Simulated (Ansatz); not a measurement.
Geometry optimisation, Ansatz 0.2.0, RKS B3LYP-D4/def2-SVP.

input.yaml

```yaml
crystal:
  periodic: [false, false, false]
  atoms:
    - { symbol: Ge, position_ang: [0.0, 0.0, 0.0] }
    - { symbol: H, position_ang: [0.0, 0.0, 1.55] }
    - { symbol: H, position_ang: [1.4616, 0.0, -0.5162] }
    - { symbol: Cl, position_ang: [-1.0456, 1.8115, -0.7393] }
    - { symbol: Cl, position_ang: [-1.0456, -1.8115, -0.7393] }
basis:
  gaussian: { orbitals: def2-SVP }
hamiltonian:
  xc: b3lyp
  dispersion: d4
relax:
  f_tol: 0.02
  max_steps: 40
```

Run as:

```bash
$ ansatz run input.yaml --threads 1 --pin off --max-ram 2048MiB --backend cpu --events-out ev --progress --plain --runs-dir out
```

Problem. Where does it end, and by what steps?

Solution. It converged. After 3 steps the energy has fallen by 0.070 eV; Cl4 moved furthest, 0.07 Å.

| step | energy less start (eV) | largest force component (eV/Å) | accepted |
| --- | --- | --- | --- |
| 0 | 0.0000 | 0.717 | yes |
| 1 | -0.0605 | 0.207 | yes |
| 2 | -0.0702 | 0.037 | yes |
| 3 | -0.0704 | 0.005 | yes |

```xyz
5
Properties=species:S:1:pos:R:3
Ge 0.019 0.000 0.014
H -0.060 0.000 1.545
H 1.437 0.000 -0.571
Cl -1.013 1.759 -0.716
Cl -1.013 -1.759 -0.716
```

Time of the run: 12 s on 1 thread of Arm Neoverse V2 (shared host), peak memory 0.16 GiB.
